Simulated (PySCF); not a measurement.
## Re⁴⁸⁺: ionisation energy

Re⁴⁸⁺ [Ar] 3d9 [3d3/2^4 3d5/2^5, M_J = 5/2] → Re⁴⁹⁺ [Ar] 3d8 [3d3/2^4 3d5/2^4, M_J = 4], as a difference of total energies. Calculation: PySCF 2.14, in an uncontracted even-tempered set (15 s from 12 bohr⁻², ratio 2.8; 13 p from 16 bohr⁻², ratio 2.8; 8 d from 16 bohr⁻², ratio 2.8; 3 f from 59 bohr⁻², ratio 3); the two-component X2C-1e Hamiltonian. Correlated levels: [Ne] frozen; the 78 highest virtual spinors dropped. "Screened" scales the spin-orbit matrix elements by Boettger's factors to mimic the two-electron term; Breit and QED terms are absent.

| method | ionisation energy (eV) |
| --- | --- |
| GHF (spin-free) | 4364.3 |
| GMP2 (spin-free) | 4365.7 |
| GHF (screened spin-orbit) | 4337.1 |
| GMP2 (screened spin-orbit) | 4338.5 |

Breit and QED terms and the two-electron picture change are absent.

The spin-free rows relax to the high-spin LS determinant and lack the spin-orbit shift.

The labels give the starting determinants; with spin-orbit coupling the two ends relaxed to ⟨J²⟩ = 8.75, ⟨L²⟩ = 6.06, ⟨S²⟩ = 0.81 and ⟨J²⟩ = 20.00, ⟨L²⟩ = 13.14, ⟨S²⟩ = 1.80.

For comparison: 4335 ± 4 eV (theoretical estimate listed by NIST; NIST Atomic Spectra Database, ionization energies).
